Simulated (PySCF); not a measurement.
## Telling isomers of C6H11FO2Si apart by NMR

PySCF 2.14.0 with density-fitted response routines calculation with σ from GIAO-PBE0/pcSseg-1 and coordinates at the GFN2-xTB level; relativity neglected, averaged over atoms made equivalent by symmetry, fast rotation or ring inversion, gas phase, one computed conformer.

Shifts are taken against calculated references (same method and geometry level): TMS for $^{1}$H (σ = 31.72 ppm), $^{13}$C (σ = 186.93 ppm). Splittings of carbon signals by F and P are missing where no couplings were computed. Where no couplings were computed, multiplicities follow the n + 1 count of equivalent neighbours, and m marks all less simple cases (inequivalent or close neighbours, rings, F or P nearby). Shifts are as computed. Against solution values, carbons near 30 ppm lie about +3 ppm off and those near 130 ppm about +5 ppm. Of 1211 compounds with measured shifts, 218 miss one by over three times the rms of a fit or turn the order of signals round; such compounds aren't used in these exercises.

(1) Tabulate the signals of `C/C(=C/F)[C@H]1CCO[SiH2]O1`, `C[C@]1([SiH2]F)C[C@@H](OC=O)C1` and their relative energies.

(2) What is the quickest way to tell C/C(=C/F)[C@H]1CCO[SiH2]O1 from C[C@]1([SiH2]F)C[C@@H](OC=O)C1?

Answers

(1) 
| SMILES | carbon types | δC | δH | E rel. (kcal/mol) |
| --- | --- | --- | --- | --- |
| C/C(=C/F)[C@H]1CCO[SiH2]O1 | 1×C 2×CH 2×CH2 1×CH3 | 150.2, 132.2, 72.7, 66.8, 41.2, 13.0 | 6.61 (m, 1H), 5.39 (m, 1H), 5.15 (m, 1H), 5.03 (m, 1H), 4.49 (m, 1H), 4.42 (m, 1H), 2.06 (m, 1H), 1.82 (s, 3H), 1.40 (m, 1H) | 2.3 |
| C[C@]1([SiH2]F)C[C@@H](OC=O)C1 | 1×C 2×CH 2×CH2 1×CH3 | 164.8, 65.9, 37.9, 23.1, 19.2 | 8.04 (s, 1H), 5.76 (m, 1H), 4.89 (m, 2H), 2.66 (m, 2H), 2.18 (m, 2H), 1.19 (s, 3H) | 0.0 |

Energies are electronic energies at PBE0/pcSseg-1 on these geometries, without zero-point or thermal terms, each for the one conformer computed, which needn't be the lowest.

(2) Count the carbon signals: 6 against 5. The first has a fully substituted alkene carbon (C) at 132.2 ppm, the second a fully substituted sp3 carbon bonded to Si (C) at 19.2 ppm. Their most deshielded carbons lie at 150.2 and 164.8 ppm. In the proton spectra the most deshielded non-exchanging signals are 6.61 (m, 1H) and 8.04 (s, 1H).
